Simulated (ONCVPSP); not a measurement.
# nitrogen: excitation energies, all-electron against ONCV

```
Element                 : nitrogen
Generator               : ONCVPSP 4.0.1
Type                    : optimised norm-conserving Vanderbilt (ONCV)
Functional              : BLYP
Relativity              : scalar-relativistic
Frozen core             : [He]
Valence charge          : 5
Reference configuration : 2s2 2p3
Partial waves           : 2s: rc 1.00 bohr, ncon 4, nbas 7, qcut 7.1 1/bohr, local; 2p: rc 2.05 bohr, ncon 4, nbas 8, qcut 7.5 1/bohr, 1 projector; d scattering state at 0.13 Ha: rc 1.60 bohr, ncon 3, nbas 6, qcut 6 1/bohr, 1 projector
Local potential         : the s channel
Core correction         : Teter function, fcfact 4.25, rcfact 1.55
```

Energies are relative to the spin-unpolarised reference configuration 2s2 2p3; without spin polarisation the order of configurations can differ from experiment.

| valence configuration | charge | ΔE all-electron (eV) | error AE − PS (meV) |
| --- | --- | --- | --- |
| 2s2 2p2 | +1 | 13.574 | +45 |
| 2s2 2p1 | +2 | 42.447 | +414 |
| 2s2 2p0 | +3 | 89.607 | +1703 |

**Question.** What are ΔE and the potential's error for 2s1 2p4?

**Answer.** ΔE = 11.402 eV all-electron; the error (AE − PS) is -1.6 meV.
